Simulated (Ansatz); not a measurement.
BI3. Charge 0, multiplicity 1. Geometry PBE-D4/def2-SVP, basis def2-TZVP, Ansatz.

```
run  HOMO (eV)  LUMO (eV)
  A      -6.45      -3.50
  B      -6.99      -2.87
  C      -7.41      -2.56
  D      -6.58      -3.13
  E      -7.61      -2.47
  F      -9.51      -0.68
```

In the def2 sets I takes a core potential; there is no spin–orbit coupling.

The runs used LDA (SPW92), PBE0, r2SCAN, r2SCAN0, r2SCANh, ωB97M-V. Estimate which is which.

A LDA (SPW92) (0 % exact exchange); B r2SCANh (10 % exact exchange); C PBE0 (25 % exact exchange); D r2SCAN (0 % exact exchange); E r2SCAN0 (25 % exact exchange); F ωB97M-V (range-separated). Exact exchange lowers occupied and raises empty levels; among semilocal functionals meta-GGAs tend to open the gap a little, and such runs are hard to tell apart. The gap grows from 2.96 eV (LDA (SPW92)) to 8.83 eV (ωB97M-V).
